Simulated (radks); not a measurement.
Initial-state core-level shifts of neutral silver when its valence configuration changes from [Kr] 4d10 5s1. Method: scalar-relativistic Kohn-Sham, r2SCAN, spin-polarised, spherical densities, finite nucleus; open shells are filled with parallel spins first (spin-orbit coupling, left out, can overturn this in heavy ions); meta-GGA in the generalised Kohn-Sham scheme; Fermi nuclear charge, rms radius 4.5454 fm; computed with a radial shooting solver on a logarithmic mesh with Libxc functionals. Shifts are changes of the shell-averaged eigenvalues in eV (positive: less bound); the change of the density at the nucleus, which sets a Mossbauer isomer shift, is in e/bohr^3, on a base of 1.493e+05.

| valence | 2s | 3s | 3p | 3d | density at nucleus |
|---|---|---|---|---|---|
| 4d9.5 5s1.5 | -2.376 | -2.353 | -2.353 | -2.361 | +12.38 |
| 4d9.5 5s1 5p0.5 | -3.145 | -3.135 | -3.135 | -3.140 | +3.22 |
| 4d9 5s1 5p1 | -6.259 | -6.225 | -6.226 | -6.239 | +6.97 |
| 4d10 5p1 | -1.991 | -2.014 | -2.014 | -2.009 | -17.37 |
| 4d9 5s2 | -4.824 | -4.771 | -4.771 | -4.787 | +26.21 |
| 4d10 5s0.5 5p0.5 | -1.040 | -1.051 | -1.051 | -1.048 | -8.52 |
| 4d8.5 5s1 5p1.5 | -9.412 | -9.341 | -9.342 | -9.365 | +11.24 |
| 4d9 5s0.5 5p1.5 | -7.086 | -7.063 | -7.063 | -7.074 | -3.64 |
